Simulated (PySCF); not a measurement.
**Cost of response and excited-state runs on SMILES C1(=O)c2c(OC)cccc2-c2c1cccc2, C14H10O2**

Cartesian coordinates in Å; atom numbers follow the order of the lines, from 1:
```xyz
26

C    -3.101   -2.825   -0.930
O    -1.839   -2.314   -0.575
C    -1.667   -0.984   -0.484
C    -2.665   -0.027   -0.722
C    -2.398    1.323   -0.605
C    -1.138    1.792   -0.250
C    -0.147    0.863   -0.012
C    -0.402   -0.514   -0.126
C     0.831   -1.277    0.185
O     0.999   -2.474    0.193
C     1.844   -0.227    0.493
C     3.169   -0.369    0.848
C     3.914    0.781    1.085
C     3.335    2.033    0.968
C     1.997    2.179    0.611
C     1.254    1.042    0.373
H    -3.405   -2.491   -1.927
H    -3.868   -2.546   -0.201
H    -2.986   -3.907   -0.933
H    -3.659   -0.340   -1.000
H    -3.194    2.029   -0.797
H    -0.949    2.851   -0.165
H     3.608   -1.351    0.937
H     4.954    0.698    1.364
H     3.931    2.914    1.157
H     1.559    3.162    0.525
```

PySCF with density fitting, on 1 thread of an Arm Neoverse V1, shared host. Command: `OMP_NUM_THREADS=1 python excited_run.py task.json out`

Question: How long does this run take, and how much memory?
- excited states, wB97X-D/def2-SVP; Tamm-Dancoff; spin-orbit couplings; 6 states; 5 triplets; quadratic response for 4 states

Answer: 
```csv
run,level,basis functions,wall time,peak memory (GiB)
excited states,wB97X-D/def2-SVP,274,2.3 min,1.3
```
Times from a shared host are rough.
